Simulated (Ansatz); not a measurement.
Computed with Ansatz on PBE0-D4/def2-TZVP structures; ΔE is electronic, products minus reactants. CCSD(T)/CBS adds triple-zeta CCSD(T) − MP2 to the extrapolated MP2 energy (def2 sets, frozen cores). This one scheme is used for every species. Functionals use def2-TZVPP. For Mg outer-core shells are correlated without core-valence functions, which leaves a few kJ/mol of doubt a bond. Each species was taken in one conformer, which may not be the lowest.

Reaction (ligand exchange at a Mg–O bond): `C[O][Mg][OH]` + CH₃OH → `C[O][Mg][O]C` + H₂O

```
       level  ΔE (kJ/mol)
CAM-B3LYP-D4          1.6
     ωB97M-V          2.4
```

What does CCSD(T)/CBS give? (An estimate is asked.)

Ansatz gave: -1.4 kJ/mol. The listed levels differ from it by 3.0, 3.8 kJ/mol.

Largest T1 diagnostic among the species: 0.011.

At CCSD(T), def2-SVP lies −3.1 kJ/mol from the extrapolated value and def2-TZVPP +1.1 kJ/mol. Leaving LDA and LC-ωPBE aside and taking each functional with its dispersion term where it has one, the values, not all of them listed here, spread over 2.4 kJ/mol, from BHLYP-D4 to ωB97X-V.
